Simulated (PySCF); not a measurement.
B(F)(H)(NHMe) (CH5BFN), SMILES CNBF. Geometry: PBE0-D3(BJ)/def2-SVP. The values are those of a single conformer.

Computed equilibrium geometry at PBE0-D3(BJ)/def2-SVP (PySCF confirms it by a frequency run) as Cartesian coordinates in Å, and its point group (one conformer of several):
point group Cs.
```xyz
9

B     -0.4449     0.6810     0.0000
F      0.1289     1.8901     0.0000
H     -1.6514     0.5976     0.0000
N      0.3620    -0.4535     0.0000
C     -0.0868    -1.8209     0.0000
H      1.3688    -0.3251     0.0000
H      0.2594    -2.3721     0.8909
H      0.2594    -2.3721    -0.8909
H     -1.1852    -1.8446     0.0000
```
